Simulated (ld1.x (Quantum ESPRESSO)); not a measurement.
Logarithmic derivatives: Cl (Z = 17), ultrasoft

```
Element                 : chlorine
Generator               : ld1.x (Quantum ESPRESSO) 7.5
Type                    : ultrasoft
Functional              : LDA (PZ)
Relativity              : scalar-relativistic
Frozen core             : [Ne]
Valence charge          : 7
Reference configuration : 3s2 3p5
Partial waves           : 3s (bound): rcut 1.05, rcutus 1.20 bohr; 3s channel at -0.35 Ry: rcut 1.05, rcutus 1.20 bohr; 3p (bound): rcut 1.00, rcutus 1.40 bohr; 3p channel at 0.25 Ry: rcut 1.00, rcutus 1.40 bohr
Local potential         : all-electron potential smoothed inside 1.40 bohr (lloc = -2)
Core correction         : Bessel-smoothed model core, default radius (core density twice the valence density)
Augmentation charge     : PSQ, inside the norm-conserving radii
```

The phase is arctan(r·u′/u) with u = r·R(r), unwrapped; energies in Ry, scanned from -4 to 5 Ry. A pole is an energy at which the radial function vanishes at the test radius. The pseudo phase is shifted by a multiple of π to meet the all-electron one at the reference energy, and phase errors are pseudo minus all-electron; the curves can meet again beyond the range given. Levels narrower than the energy grid can be missing from the lists of poles.

| channel | radius (bohr) | reference energy (Ry) | poles, all-electron | poles, pseudo | unbroken range about the reference energy with phases within 0.05 rad | phase error 1 Ry above the reference energy (rad) |
| --- | --- | --- | --- | --- | --- | --- |
| s | 1.55 | -1.52 | 2.76 | 2.74 | the whole range | +0.000 |
| p | 1.55 | -0.64 | 4.00 | 3.98 | the whole range | -0.000 |

Phases in the s channel:

```
E (Ry)  all-electron  pseudo
 -4.00         0.975   0.975
 -3.76         0.923   0.922
 -3.52         0.858   0.858
 -3.28         0.778   0.778
 -3.04         0.676   0.676
 -2.80         0.547   0.547
 -2.56         0.383   0.383
 -2.32         0.180   0.180
 -2.08        -0.056  -0.056
 -1.84        -0.303  -0.303
 -1.60        -0.534  -0.534
 -1.36        -0.731  -0.731
 -1.12        -0.889  -0.889
 -0.88        -1.013  -1.013
 -0.64        -1.111  -1.111
 -0.40        -1.189  -1.189
 -0.16        -1.252  -1.252
  0.08        -1.304  -1.304
  0.32        -1.347  -1.347
  0.56        -1.383  -1.383
  0.80        -1.415  -1.415
  1.04        -1.442  -1.442
  1.28        -1.466  -1.466
  1.52        -1.488  -1.488
  1.76        -1.507  -1.507
  2.00        -1.524  -1.525
  2.24        -1.540  -1.541
  2.48        -1.555  -1.556
  2.72        -1.569  -1.570
  2.96        -1.582  -1.583
  3.20        -1.594  -1.595
  3.44        -1.606  -1.607
  3.68        -1.617  -1.619
  3.92        -1.627  -1.630
  4.16        -1.638  -1.641
  4.40        -1.648  -1.652
  4.64        -1.658  -1.663
  4.88        -1.668  -1.674
```
